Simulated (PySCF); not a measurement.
**Polarisability and C₆ of O⁻ (oxygen, charge -1)**

[He] 2s2 2p5, 2P determinant. Computed with PySCF 2.14 in aug-cc-pVQZ-DK, with the spin-free X2C one-electron Hamiltonian (Gaussian nucleus). Coupled (time-dependent) response in atomic units; α is the mean over directions.

```tsv
method	mean α (bohr³)	α xx, yy, zz	C₆ (like pair)	S(−4)
UHF	14.01	9.924, 16.05, 16.05	65.64	132.0
```

S(−4) is the Cauchy moment in α(ω) = α(0) + S(−4) ω² + …

α(iu) at UHF:

| u (hartree) | α(iu) (bohr³) |
| --- | --- |
| 0 | 14.01 |
| 0.0500 | 13.69 |
| 0.100 | 12.89 |
| 0.200 | 10.83 |
| 0.300 | 8.982 |
| 0.500 | 6.301 |
| 0.750 | 4.242 |
| 1.00 | 3.013 |
| 1.50 | 1.735 |
| 2.00 | 1.129 |
| 3.00 | 0.5897 |
| 5.00 | 0.2460 |

A single London oscillator, α(iu) = α/(1 + u²/ω²), gives C₆ = (3/4) ω α². Matching the computed C₆ needs ω = 4 × 65.64 / (3 × 14.01²) = 0.446 hartree.

For an ion, C₆ is the dispersion term alone; charge-induced terms of lower order in 1/R come first.

The components differ because the open shell of this determinant is not spherical; for a pure term their mean is the scalar polarisability.
